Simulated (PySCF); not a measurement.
# Solvent effects on NMR parameters

Atom-mapped SMILES (the numbers label the heavy atoms): `[CH3:1][N:2]1[CH:3]=[CH:4][N:5]([CH3:6])[P:7]1(=[NH:8])[PH2:9]` (H(Xn): hydrogen on atom n).

GIAO PBE0/pcSseg-1 in PySCF on one PBE0-D3(BJ)/def2-SVP conformer, non-relativistic, equivalent nuclei averaged. Solvents enter as an IEF-PCM continuum (chloroform with ε = 4.7) around the gas-phase geometry. Shifts are referred to TMS computed in the same medium.

Gas phase, δ in ppm: C3/C4 118.3, C1/C6 29.5, H(C3)/H(C4) 5.65, H(P9) 2.74, H(C1)/H(C6) 2.73, H(N8) 0.69. Dipole moment 3.51 D.

Q: How does each δ change in the continuum?

A: 
| atoms | environment | Δδ, chloroform |
| --- | --- | --- |
| C3/C4 | alkene carbon bearing nitrogen | +1.1 |
| C1/C6 | methyl carbon bonded to N | +0.5 |
| H(C3)/H(C4) | hydrogen on an alkene carbon bearing nitrogen | +0.24 |
| H(P9) | hydrogen on a phosphorus bonded to P | +0.18 |
| H(C1)/H(C6) | hydrogen on a methyl carbon bonded to N | +0.07 |
| H(N8) | hydrogen on a nitrogen bonded to P | +0.05 |

Changes are relative to the gas phase. The dipole moment becomes 4.44 D in chloroform.

Q: Which of the listed nuclei move most (in ppm), and what does the model miss? (N and O are left out, as their reference compounds move with the solvent too.)

A: C3/C4 (alkene carbon bearing nitrogen, +1.1 ppm) in chloroform. A continuum only polarises the solute; specific hydrogen bonds, the anisotropy of aromatic solvents and changes of geometry or conformer are outside it.
